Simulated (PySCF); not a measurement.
Job file and geometry (Å, from GFN2-xTB) of an NMR shielding run on `N#CC1=C[SiH2][C@]1(F)CN`, C₅H₇FN₂Si, GIAO PBE0/pcSseg-1 NMR shielding, non-relativistic, gas phase in PySCF 2.14.0, density-fitted response routines; density fitting, a coarse starting grid and PySCF grid level 2 are the driver's defaults:

```
$ OMP_NUM_THREADS=1 python probes_run.py task.json out

{"job": {"kind": "nmr", "xc": "PBE0", "basis": "pcSseg-1"}, "charge": 0, "multiplicity": 1}
N     -1.337446     3.153869    -0.594251
C     -1.241903     2.023083    -0.416850
C     -1.072240     0.650174    -0.196209
C     -1.712471    -0.185978     0.642724
Si    -0.749182    -1.731145     0.118269
C      0.002942    -0.204705    -0.839726
F     -0.060759    -0.196593    -2.226311
C      1.407693     0.185653    -0.403571
N      1.496329    -0.079031     1.022774
H     -2.499964     0.088166     1.326135
H     -1.516596    -2.583355    -0.787552
H      0.076911    -2.443326     1.074582
H      1.624058     1.229108    -0.684923
H      2.116441    -0.461573    -0.926516
H      2.460693    -0.069082     1.334542
H      0.997898     0.633679     1.545471
```

Q: What does the program print?

A: 
```
coarse grid: 14608 points
cycle   1  E = -692.7424088993  dE =  1.306e+00  |g| = 6.325e-01  |ddm| = 3.884e+00
cycle   2  E = -692.5886718599  dE =  1.537e-01  |g| = 1.099e+00  |ddm| = 1.522e+00
cycle   3  E = -692.8127735746  dE = -2.241e-01  |g| = 2.282e-01  |ddm| = 1.065e+00
cycle   4  E = -692.8233312337  dE = -1.056e-02  |g| = 7.235e-02  |ddm| = 2.383e-01
cycle   5  E = -692.8243333531  dE = -1.002e-03  |g| = 1.827e-02  |ddm| = 7.036e-02
cycle   6  E = -692.8243988853  dE = -6.553e-05  |g| = 6.443e-03  |ddm| = 2.495e-02
cycle   7  E = -692.8244079813  dE = -9.096e-06  |g| = 1.864e-03  |ddm| = 7.253e-03
final grid: 139160 points
cycle   8  E = -692.8804688228  dE = -3.534e-05  |g| = 8.276e-03  |ddm| = 3.536e-02
cycle   9  E = -692.8804523028  dE =  1.652e-05  |g| = 1.215e-02  |ddm| = 1.942e-02
cycle  10  E = -692.8804844778  dE = -3.217e-05  |g| = 1.335e-03  |ddm| = 1.160e-02
cycle  11  E = -692.8804848116  dE = -3.338e-07  |g| = 4.458e-04  |ddm| = 1.380e-03
cycle  12  E = -692.8804848521  dE = -4.051e-08  |g| = 1.824e-04  |ddm| = 5.341e-04
cycle  13  E = -692.8804848584  dE = -6.204e-09  |g| = 6.942e-05  |ddm| = 1.983e-04
cycle  14  E = -692.8804848592  dE = -8.381e-10  |g| = 2.938e-05  |ddm| = 7.776e-05
converged SCF energy = -692.8804848592

GIAO shielding tensors (ppm)
atom      isotropic    diamagn.    paramagn.     s11        s22        s33       span
  0 N      -59.905     341.019    -400.924   -206.791   -197.610    224.685    431.477
  1 C       68.816     257.646    -188.829    -48.195    -39.443    294.088    342.283
  2 C       44.771     265.293    -220.522    -61.957     58.377    137.892    199.848
  3 C       17.281     251.791    -234.509   -102.356    -16.456    170.656    273.012
  4 Si     384.019     878.371    -494.352    347.203    383.376    421.476     74.273
  5 C       77.676     243.135    -165.459     46.217     67.100    119.709     73.492
  6 F      359.742     472.929    -113.187    334.940    352.296    391.989     57.050
  7 C      140.667     245.817    -105.151    124.843    138.414    158.743     33.900
  8 N      230.814     316.190     -85.376    202.519    237.426    252.498     49.978
  9 H       24.084      30.905      -6.821     20.793     25.088     26.372      5.579
 10 H       27.028      28.111      -1.083     24.029     25.112     31.944      7.915
 11 H       26.170      27.908      -1.738     21.845     26.060     30.606      8.761
 12 H       28.138      30.373      -2.236     24.437     26.867     33.109      8.672
 13 H       28.672      29.925      -1.254     24.982     27.733     33.300      8.317
 14 H       30.578      29.997       0.581     23.218     26.877     41.639     18.421
 15 H       31.419      32.512      -1.093     24.208     30.490     39.557     15.350
```

Q: Turn these shieldings into chemical shifts. Chemical shifts δ = σref − σ; $^{15}$N (267.73 ppm) against NH3; TMS for $^{13}$C (186.93 ppm), $^{29}$Si (349.16 ppm), $^{1}$H (31.72 ppm); $^{19}$F (170.95 ppm) vs CFCl3, all at this level.

A: Averaging equivalent atoms: N 0: 327.6; N 8: 36.9; C 3: 169.6; C 2: 142.2; C 1: 118.1; C 5: 109.2; C 7: 46.3; Si 4: -34.9; F 6: -188.8; H 9: 7.63; H 11: 5.55; H 10: 4.69; H 12: 3.58; H 13: 3.05; H 14/15: 0.72 ppm. Unscaled 19F shifts against computed CFCl3 carry errors that often reach 10 to 50 ppm. Experimental scales use liquid or dissolved standards, which lie at an offset from isolated NH3 (liquid NH3: subtract about 20 ppm). Unscaled 15N shifts of sp2 nitrogen come out 20 to 40 ppm too high even then.

Size and cost of the density-fitted run: 195 basis functions, 40 s wall time on 1 thread of an Arm Neoverse V2, shared host; peak memory 0.9 GiB.
